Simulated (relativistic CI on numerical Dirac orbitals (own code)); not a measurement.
## Tl⁵⁵⁺: computed level list

Computed by Dirac-Coulomb-Breit CI, separate exchange-only KLI orbitals for each configuration, a model potential for QED, unscaled Slater integrals (own radial code, finite nucleus).

Configurations in the expansion (outside the closed core [Ne]): 3s²3p⁶3d⁸, 3s²3p⁵3d⁹, 3s²3p⁴3d¹⁰, 3s3p⁶3d⁹, 3p⁶3d¹⁰, 3s3p⁵3d¹⁰, 3s²3p⁶3d⁷4s, 3s²3p⁶3d⁷4p, 3s²3p⁴3d⁹4s, 3s²3p⁶3d⁷4d, 3s²3p⁴3d⁹4p, 3s²3p⁵3d⁸4s, 3s²3p⁶3d⁷4f, 3s²3p⁴3d⁹4d, 3s3p⁵3d⁹4s, 3s²3p⁵3d⁸4p. Levels of other configurations are missing.

The lowest level is 3s²3p⁶3d⁸ ³F4, with 85 % of that term; Hund's rules for 3s²3p⁶3d⁸ give ³F with J = 4, in agreement.

```tsv
No.	Configuration	Term	J	E (eV)	%	Landé g	jj configuration (%)
1	3s²3p⁶3d⁸	³F	4	0.00	85	1.200	3d5/2^4 (99)
2	3s²3p⁶3d⁸	¹D	2	10.22	49	1.171	3d5/2^4 (100)
3	3s²3p⁶3d⁸	¹S	0	33.00	52		3d5/2^4 (99)
4	3s²3p⁶3d⁸	³F	3	101.83	100	1.069	3d3/2^3 3d5/2^5 (100)
5	3s²3p⁶3d⁸	³P	2	112.66	51	1.144	3d3/2^3 3d5/2^5 (100)
6	3s²3p⁶3d⁸	¹G	4	118.43	85	1.022	3d3/2^3 3d5/2^5 (99)
7	3s²3p⁶3d⁸	³P	1	118.79	100	1.488	3d3/2^3 3d5/2^5 (100)
8	3s²3p⁶3d⁸	³F	2	211.69	62	0.810	3d3/2^2 3d5/2^6 (100)
9	3s²3p⁶3d⁸	³P	0	239.30	52		3d3/2^2 3d5/2^6 (99)
10	3s²3p⁵3d⁹	³F°	4	512.26	100	1.236	3p3/2^3 3d5/2^5 (100)
11	3s²3p⁵3d⁹	¹D°	2	523.39	52	1.170	3p3/2^3 3d5/2^5 (99)
12	3s²3p⁵3d⁹	³D°	3	541.47	77	1.247	3p3/2^3 3d5/2^5 (98)
13	3s²3p⁵3d⁹	¹P°	1	553.93	54	1.133	3p3/2^3 3d5/2^5 (99)
14	3s²3p⁵3d⁹	³D°	2	631.40	55	1.072	3p3/2^3 3d3/2^3 3d5/2^6 (99)
15	3s²3p⁵3d⁹	³P°	0	640.04	100		3p3/2^3 3d3/2^3 3d5/2^6 (100)
16	3s²3p⁵3d⁹	³P°	1	641.81	47	0.999	3p3/2^3 3d3/2^3 3d5/2^6 (99)
17	3s²3p⁵3d⁹	³F°	3	642.14	56	1.036	3p3/2^3 3d3/2^3 3d5/2^6 (98)
18	3s²3p⁵3d⁹	³P°	2	1022.16	48	1.282	3p1/2 3p3/2^4 3d5/2^5 (100)
19	3s²3p⁵3d⁹	¹F°	3	1030.20	40	1.091	3p1/2 3p3/2^4 3d5/2^5 (99)
20	3s²3p⁴3d¹⁰	³P	2	1061.55	67	1.322	3p3/2^2 (99)
21	3s²3p⁴3d¹⁰	¹S	0	1086.28	64		3p3/2^2 (100)
22	3s²3p⁵3d⁹	³F°	2	1107.17	74	0.753	3p1/2 3p3/2^4 3d3/2^3 3d5/2^6 (100)
23	3s²3p⁵3d⁹	³D°	1	1143.47	48	0.827	3p1/2 3p3/2^4 3d3/2^3 3d5/2^6 (100)
24	3s3p⁶3d⁹	³D	3	1291.47	100	1.319	3s 3d5/2^5 (100)
25	3s3p⁶3d⁹	³D	2	1303.98	50	1.076	3s 3d5/2^5 (98)
26	3s3p⁶3d⁹	³D	1	1396.79	100	0.486	3s 3d3/2^3 3d5/2^6 (100)
27	3s3p⁶3d⁹	³D	2	1403.89	50	1.076	3s 3d3/2^3 3d5/2^6 (96)
28	3s²3p⁴3d¹⁰	³P	1	1548.88	100	1.487	3p1/2 3p3/2^3 (100)
29	3s²3p⁴3d¹⁰	¹D	2	1565.95	67	1.135	3p1/2 3p3/2^3 (96)
30	3s3p⁵3d¹⁰	³P°	2	1805.68	100	1.485	3s 3p3/2^3 (100)
31	3s3p⁵3d¹⁰	¹P°	1	1845.99	60	1.183	3s 3p3/2^3 (99)
32	3s²3p⁴3d¹⁰	³P	0	2053.78	65		3p3/2^4 (100)
33	3d⁷(4F)4s	⁵F	5	2088.87	57	1.290	3d5/2^3 4s (99)
34	3d⁷(4F)4s	³F	4	2092.95	44	1.128	3d5/2^3 4s (99)
35	3d⁷(2P)4s	³P	2	2104.98	51	1.406	3d5/2^3 4s (99)
36	3d⁷(2P)4s	¹P	1	2106.55	32	0.996	3d5/2^3 4s (99)
37	3d⁷(2D)4s	³D	3	2112.82	52	1.344	3d5/2^3 4s (98)
38	3d⁷(2D)4s	¹D	2	2115.25	31	1.073	3d5/2^3 4s (98)
39	3d⁷(4F)4s	⁵F	4	2191.78	73	1.274	3d3/2^3 3d5/2^4 4s (99)
40	3d⁷(4F)4s	³F	3	2194.36	46	1.077	3d3/2^3 3d5/2^4 4s (99)
41	3d⁷(4F)4s	⁵F	5	2199.24	37	1.196	3d3/2^3 3d5/2^4 4s (99)
42	3d⁷(2G)4p	³F°	4	2200.21	34	1.265	3d5/2^3 4p1/2 (99)
43	3d⁷(4F)4s	³F	4	2201.77	37	1.021	3d3/2^3 3d5/2^4 4s (99)
44	3d⁷(4F)4p	³G°	5	2202.34	37	1.155	3d5/2^3 4p1/2 (99)
45	3d⁷(4F)4s	⁵F	1	2204.27	27	1.030	3d3/2^3 3d5/2^4 4s (99)
46	3d⁷(4P)4s	⁵P	2	2204.36	32	1.275	3d3/2^3 3d5/2^4 4s (99)
47	3d⁷(4P)4s	⁵P	3	2205.57	55	1.457	3d3/2^3 3d5/2^4 4s (99)
48	3d⁷(2P)4s	³P	1	2208.49	46	1.572	3d3/2^3 3d5/2^4 4s (100)
49	3d⁷(2H)4s	³H	6	2208.81	100	1.153	3d3/2^3 3d5/2^4 4s (100)
50	3d⁷(4P)4s	³P	2	2209.63	48	1.264	3d3/2^3 3d5/2^4 4s (98)
51	3d⁷(2P)4s	³P	0	2210.25	100		3d3/2^3 3d5/2^4 4s (100)
52	3d⁷(2H)4s	¹H	5	2211.03	58	1.001	3d3/2^3 3d5/2^4 4s (100)
53	3d⁷(2P)4p	³P°	1	2215.66	30	1.337	3d5/2^3 4p1/2 (99)
54	3d⁷(2P)4p	³D°	2	2216.51	29	1.067	3d5/2^3 4p1/2 (99)
55	3d⁷(2F)4s	³F	4	2218.06	59	1.150	3d3/2^3 3d5/2^4 4s (99)
56	3d⁷(2F)4s	³F	3	2218.69	40	0.938	3d3/2^3 3d5/2^4 4s (99)
57	3d⁷(2F)4s	¹F	3	2223.16	37	1.148	3d3/2^3 3d5/2^4 4s (98)
58	3d⁷(2F)4s	³F	2	2223.33	61	0.841	3d3/2^3 3d5/2^4 4s (99)
59	3d⁷(2D)4p	³P°	2	2223.68	28	1.300	3d5/2^3 4p1/2 (98)
60	3d⁷(2D)4p	³F°	3	2224.94	27	1.118	3d5/2^3 4p1/2 (98)
61	3d⁷(2D)4s	³D	1	2243.33	89	0.513	3d3/2^3 3d5/2^4 4s (99)
62	3d⁷(2D)4s	³D	2	2244.53	53	1.102	3d3/2^3 3d5/2^4 4s (99)
63	3s3p⁵3d¹⁰	³P°	0	2296.91	100		3s 3p1/2 3p3/2^4 (100)
64	3d⁷(4F)4s	⁵F	3	2302.84	43	1.232	3d3/2^2 3d5/2^5 4s (99)
65	3d⁷(4F)4s	⁵F	2	2303.53	51	1.017	3d3/2^2 3d5/2^5 4s (99)
66	3d⁷(4F)4p	⁵F°	3	2303.53	32	1.232	3d3/2^3 3d5/2^4 4p1/2 (99)
67	3d⁷(4F)4p	⁵G°	4	2304.30	37	1.100	3d3/2^3 3d5/2^4 4p1/2 (99)
68	3d⁷(4F)4s	³F	2	2308.48	37	1.260	3d3/2^2 3d5/2^5 4s (99)
69	3d⁷(2P)4s	³P	1	2308.61	41	1.143	3d3/2^2 3d5/2^5 4s (99)
70	3d⁷(2H)4p	³I°	5	2311.50	28	1.061	3d3/2^3 3d5/2^4 4p1/2 (99)
```

Energies count from the lowest computed level; ° marks odd parity. Percentages are summed over parent terms; the parents shown are those of the largest component, closed shells are left out there. Filled j subshells are mostly left out of the jj labels.

The mean weight of the leading LS term, summed over parents, in these 70 levels is 58 %, and that of the leading jj configuration (from the same eigenvectors) 99 %, so jj coupling describes them better and the LS labels are nominal.

At this charge energies of transitions that change n are usually good to better than 1 %, and those within a shell (Δn = 0) to a few per cent.

LS names give the leading component of a level, which can be under half, so a name can repeat, a term be missing and a line seem to break the LS rules.
